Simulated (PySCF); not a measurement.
Sn(H)2(Me)2 (C2H8Sn), SMILES [CH3][SnH2][CH3].

The structure is a stationary point at r2SCAN-D4/def2-SVP. The structure was generated by enumeration; whether it is a known compound was not checked. The def2 effective core potentials stand for the cores of Sn; spin–orbit coupling is left out.

Computed with PBE0/def2-TZVP run with PySCF.

Question: Estimate the frontier levels, gap, dipole moment and polarisability. (Estimate from the structure and the level; the computed values follow.)

Answer: 
```
Quantity                                                                                                        Value
---------------------------------------------------------------------------------------------  ----------------------
highest occupied level                                                                                       -8.01 eV
lowest empty level                                                                                            0.48 eV
orbital gap                                                                                                   8.50 eV
dipole moment                                                                                               0.155 e·Å
quadrupole, principal values (traceless, Buckingham form, about the centre of nuclear charge)  -0.62, -0.39, 1.02 D·Å
mean static polarisability                                                                       66.9 bohr³ (9.91 Å³)
polarisability, principal values                                                               59.8, 66.5, 74.3 bohr³
```
